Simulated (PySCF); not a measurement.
**OsS2, singlet: molecular constants**

Level of theory: B3LYP/[Os def2-SVP with ECP60, S def2-SVP], scalar-relativistic core potentials, density fitting, no spin–orbit coupling, PySCF.

The structure is a minimum.

Coordinates in bohr (charge 0 multiplicity 1):
```
Os    0.0000    0.0000   -0.9334
S     1.9299    0.0000    2.8045
S    -1.9299    0.0000    2.8045
```

* Point group: C2v
* Bond lengths: Os–S 2.226 Å (×2), S–S 2.043 Å
* Bond angles: Os–S–S 62.7° (×2), S–Os–S 54.6°
* Entropy at 298.15 K and 1 bar: 297.7 J/(mol K)
* Rotational symmetry number: 2
* Atomisation energy without zero-point energy: 575 kJ/mol
* Rotational constants: 0.2528, 0.08982, 0.06627 cm⁻¹
* Lowest empty level: -3.39 eV
* Principal polarisabilities: 60.1, 69.4, 86.4 bohr³
* Principal quadrupole moments (Buckingham, traceless) about the centre of mass: -7.30, 2.09, 5.21 D Å
* Enthalpy at 298.15 K above 0 K: 12.64 kJ/mol
* Heat capacity Cp at 298.15 K: 51.8 J/(mol K)
* Highest occupied level: -5.42 eV
* Dipole moment: 1.32 D
* Zero-point energy: 7.0 kJ/mol

Harmonic modes (masses in u: Os 191.961, S 31.972):
| symmetry | ω (cm⁻¹) | IR (km/mol) |
| --- | --- | --- |
| b2 | 222 | 0.7 |
| a1 | 379 | 0.9 |
| a1 | 568 | 11.6 |

In C2v the vibrations span b2 + 2a1. Here b1 is antisymmetric to the molecular plane and b2 lies in it.

Charges (e):
```
atom  Mulliken  Löwdin  polar tensor  Mayer order to Os1
 Os1     -0.02   -0.59          0.25                   –
S2,3      0.01    0.29         -0.12                1.43
```
Other Mayer orders above 0.3: S–S 1.14.

Mulliken populations on Os1 (electrons outside its core potential): s 2.94, p 6.15, d 6.91, f 0.02.

Outer orbital energies (eV). occupied: -11.11, -10.61, -9.98, -8.91, -6.85, -6.33, -5.58, -5.42; empty: -3.39, -3.03, -2.69, -0.36.

This need not be the most stable arrangement of these atoms. At this level a broken-symmetry Ms = 0 minimum of C2v symmetry lies 204 kJ/mol below this structure. At the minimum of this search the closed-shell solution is unstable towards spin polarisation, so a lower open-shell solution exists. Spin–orbit coupling, left out here, can matter for elements this heavy.

The final relaxation and frequency run took of the order of 30 core-seconds on a shared host.
